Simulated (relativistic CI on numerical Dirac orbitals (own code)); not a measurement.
## How well does a small relativistic CI reproduce La3+?

Computed by Dirac-Coulomb-Breit CI, KLI orbitals optimised for each configuration, QED by a radiative potential, valence Slater integrals scaled by 0.85, configuration energies shifted to the measured levels that pair with them (semi-empirical) (own radial code, finite nucleus).

CI space (outside the closed core [Kr] 4d10): 5s2 5p6, 5s2 5p5 4f, 5s2 5p5 5d, 5s2 5p5 6s, 5s2 5p5 6p, 5s2 5p5 6d, 5s2 5p5 7s, 5s2 5p4 4f2, 5s2 5p4 5d2, 5s2 5p5 5f, 5s 5p6 5d, 5s2 5p4 4f 5d, 5s 5p6 5f, 5s2 5p4 5f2, 5p6 4f2, 5s2 5p5 7p, 5p6 5d2, 5s 5p6 4f, 5s2 5p5 7d, 5s2 5p5 5g, 5s2 5p5 6f, 5s2 5p4 4f 5f, 5s2 5p5 7f, 5s2 5p4 4f 6s, 5s 5p6 6p, 5s 5p5 4f 5d, 5s 5p5 4f2, 5s2 5p4 5d 5f, 5s 5p6 6s, 5s 5p5 5d2. Levels of other configurations are missing.

```tsv
Configuration	Term (tabulated)	J	Measured (cm⁻¹)	Computed	Error	Purity (%)
5s2 5p6	1S	0	0.0	0	0	97
5s2 5p5 4f	2[3/2]	1	143354.7	143381	27	98
5s2 5p5 4f	2[3/2]	2	145949.0	145921	-28	91
5s2 5p5 5d	2[1/2]°	0	156100.3	156143	42	98
5s2 5p5 5d	2[1/2]°	1	158412.6	158369	-43	91
5s2 5p5 4f	2[5/2]	2	160486.4	160208	-278	51
5s2 5p5 5d	2[3/2]°	2	162867.6	162603	-265	75
5s2 5p5 5d	2[7/2]°	4	163693.3	164473	780	98
5s2 5p5 5d	2[7/2]°	3	165070.7	165713	642	70
5s2 5p5 5d	2[5/2]°	2	167921.7	168104	182	39
5s2 5p5 5d	2[5/2]°	3	173335.5	172694	-642	60
5s2 5p5 4f	2[5/2]	2	175013.8	176902	1888	51
5s2 5p5 5d	2[3/2]°	1	181155.0	180969	-186	86
5s2 5p5 5d	2[5/2]°	2	184885.7	185397	511	56
5s2 5p5 5d	2[3/2]°	2	188393.2	187861	-532	55
5s2 5p5 5d	2[5/2]°	3	190831.7	190630	-201	43
5s2 5p5 6s	2[3/2]°	2	198303.1	198047	-256	97
5s2 5p5 6s	2[3/2]°	1	200183.3	200159	-24	58
5s2 5p5 5d	2[3/2]°	1	215919.2	220400	4481	80
5s2 5p5 6s	2[1/2]°	0	219336.9	219360	23	98
5s2 5p5 6s	2[1/2]°	1	220506.9	220706	199	56
5s2 5p5 6p	2[1/2]	1	231008.7	229744	-1265	75
5s2 5p5 6p	2[5/2]	2	233401.5	233462	60	53
5s2 5p5 6p	2[5/2]	3	236790.4	236455	-335	100
5s2 5p5 6p	2[3/2]	1	237727.3	237698	-29	55
5s2 5p5 6p	2[3/2]	2	239654.3	239399	-255	70
5s2 5p5 6p	2[1/2]	0	244301.8	243884	-418	53
5s2 5p5 6p	2[3/2]	1	254251.3	254952	701	69
5s2 5p5 6p	2[1/2]	1	259085.9	259114	28	60
5s2 5p5 6p	2[3/2]	2	259224.3	259480	256	45
5s2 5p5 6p	2[1/2]	0	260449.8	260747	298	51
5s2 5p5 6d	2[1/2]°	0	284205.8	283870	-336	99
5s2 5p5 6d	2[1/2]°	1	284981.9	284710	-272	83
5s2 5p5 6d	2[7/2]°	4	285856.4	285356	-500	79
5s2 5p5 6d	2[3/2]°	1	290596.2	292422	1826	44
5s2 5p5 7s	2[3/2]°	2	292080.3	291772	-308	99
5s2 5p5 7s	2[3/2]°	1	292777.8	292585	-192	62
5s2 5p5 6d	2[3/2]°	1	310049.8	311725	1676	43
5s2 5p5 7s	2[1/2]°	0	313512.4	313788	275	97
5s2 5p5 7s	2[1/2]°	1	313917.0	314182	265	62
```

Measured levels from Martin, Zalubas and Hagan, Atomic Energy Levels: The Rare-Earth Elements, NSRDS-NBS 60 (1978); pairs were made by configuration, J and term (by order where the table uses no LS term), so strongly mixed levels may be paired wrongly.

Mean error by configuration (cm⁻¹): 5s2 5p5 4f 402; 5s2 5p5 5d 397; 5s2 5p5 6s -15; 5s2 5p5 6p -96; 5s2 5p5 6d 479; 5s2 5p5 7s 10. Over the excited levels the mean absolute error is 526 cm⁻¹ (39 of the 47 excited levels that our extract of the source holds in range could be paired, and the others can miss by more), and the median relative error of those above 1,000 cm⁻¹ is 0.11 %, both after the shifts were fitted to these levels, so that a configuration with one level shows no error.

Configurations whose levels could be paired with our table of measured levels were shifted onto them, all but the ground configuration, by the median error of their levels; single terms can still be off by 1,000 to 2,000 cm⁻¹ or more, and rates follow the energies as ν³ (E1, M1) or ν⁵ (E2). The others borrow a shift and can be off by several thousand cm⁻¹ or more. The fine structure of a lone outer electron comes out too small, for d and f at times inverted, and misplaced configurations move strength between like terms. 39 of the 47 excited levels that our extract of the measured tables holds in this range could be paired (the sources list more); they are missed by 526 cm⁻¹ on average and 4481 at most, after the shifts were fitted to these levels, and levels without a partner can miss by more.

Shifts applied (cm⁻¹): 5s2 5p6 0; 5s2 5p5 4f -15103; 5s2 5p5 5d -10069; 5s2 5p5 6s -17807; 5s2 5p5 6p -17847; 5s2 5p5 6d -15946; 5s2 5p5 7s -16558.
